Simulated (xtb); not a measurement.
C$_{4}$H$_{7}$, doublet, geometry from GFN2-xTB; GFN0-xTB in xtb.

xtb was given this input:
```
$ xtb mol.xyz --gfn 0 --uhf 1 --etemp 1000 --json

# file mol.xyz
11

C      0.00788728     1.06774097     0.04664582
C     -0.00763800    -1.03399532    -0.04517160
C     -1.08467578     0.06806734     0.00750974
C      1.08556611     0.05246214    -0.00224423
H      0.01578849     2.13736921     0.09337410
H     -0.01599358    -1.62576582    -0.95751018
H     -0.00859656    -1.70312770     0.81208260
H     -1.73307724     0.04050504     0.89034144
H     -1.74043106     0.11741518    -0.86891810
H      1.74141305     0.01552159     0.87472563
H      1.73405923     0.09243173    -0.88453390
```

**Question.** What does xtb print? Leave out banner, timings and long lists.

**Answer.** 
```
   ID    Z sym.   atoms
    1    6 C      1-4
    2    1 H      5-11

           -------------------------------------------------
          |                Calculation Setup                |
           -------------------------------------------------

           -------------------------------------------------
          |                 G F N 0 - x T B                 |
           -------------------------------------------------

          ...................................................
          :                      SETUP                      :
          :.................................................:
          :  # basis functions                  30          :
          :  # atomic orbitals                  30          :
          :  # shells                           22          :
          :  # electrons                        23          :
          :  electronic temp.         1000.0000000     K    :
          :  accuracy                    1.0000000          :
          :  -> integral cutoff          0.2500000E+02      :
          :  -> integral neglect         0.1000000E-07      :
          ...................................................

         :::::::::::::::::::::::::::::::::::::::::::::::::::::
         ::                     SUMMARY                     ::
         :::::::::::::::::::::::::::::::::::::::::::::::::::::
         :: total energy             -12.239769003429 Eh    ::
         :: gradient norm              0.016007523461 Eh/a0 ::
         :: HOMO-LUMO gap              5.633500403797 eV    ::
         ::.................................................::
         :: H0 energy                -12.421395371985 Eh    ::
         :: repulsion energy           0.191816456033 Eh    ::
         :: electrostat energy        -0.007863362963 Eh    ::
         :: -> Gsolv                   0.000000000000 Eh    ::
         ::    -> Gsasa                0.000000000000 Eh    ::
         ::    -> Gshift               0.000000000000 Eh    ::
         :: dispersion energy         -0.002326724514 Eh    ::
         :: short-range corr.          0.000000000000 Eh    ::
         :: add. restraining           0.000000000000 Eh    ::
         :: total charge               0.000000000000 e     ::
         :::::::::::::::::::::::::::::::::::::::::::::::::::::

           -------------------------------------------------
          |                Property Printout                |
[...]

     #   Z          covCN         q      C6AA      α(0)
     1   6 C        3.168    -0.174    33.845     9.480
     2   6 C        4.082    -0.121    25.455     7.256
     3   6 C        3.979    -0.077    24.526     7.124
     4   6 C        3.979    -0.077    24.526     7.124
     5   1 H        0.926     0.095     1.836     2.119
     6   1 H        0.925     0.061     2.188     2.313
     7   1 H        0.925     0.061     2.188     2.313
     8   1 H        0.924     0.058     2.220     2.330
     9   1 H        0.924     0.058     2.220     2.330
    10   1 H        0.924     0.058     2.220     2.330
    11   1 H        0.924     0.058     2.220     2.330

 Mol. C6AA /au·bohr⁶  :        961.152907
 Mol. C8AA /au·bohr⁸  :      21676.339926
 Mol. α(0) /au        :         47.050365

Wiberg/Mayer (AO) data.
largest (>0.10) Wiberg bond orders for each atom

 ---------------------------------------------------------------------------
     #   Z sym  total        # sym  WBO       # sym  WBO       # sym  WBO
 ---------------------------------------------------------------------------
     1   6 C    3.263 --     4 C    1.071     3 C    1.071     5 H    0.975
     2   6 C    3.989 --     4 C    1.007     3 C    1.007     7 H    0.980
                             6 H    0.980
     3   6 C    3.988 --     1 C    1.071     2 C    1.007     8 H    0.950
                             9 H    0.950
     4   6 C    3.988 --     1 C    1.071     2 C    1.007    10 H    0.950
                            11 H    0.950
     5   1 H    0.992 --     1 C    0.975
     6   1 H    0.986 --     2 C    0.980
     7   1 H    0.986 --     2 C    0.980
     8   1 H    0.992 --     3 C    0.950
     9   1 H    0.992 --     3 C    0.950
    10   1 H    0.992 --     4 C    0.950
    11   1 H    0.992 --     4 C    0.950
 ---------------------------------------------------------------------------

Topologies differ in total number of bonds
Writing topology from bond orders to xtbtopo.mol

 dipole moment from electron density (au)
     X       Y       Z
  -0.0015  -0.2048  -0.0089  total (Debye):    0.521

           -------------------------------------------------
          | TOTAL ENERGY              -12.239769003429 Eh   |
          | GRADIENT NORM               0.016007523461 Eh/α |
          | HOMO-LUMO GAP               5.633500403797 eV   |
           -------------------------------------------------

normal termination of xtb
```
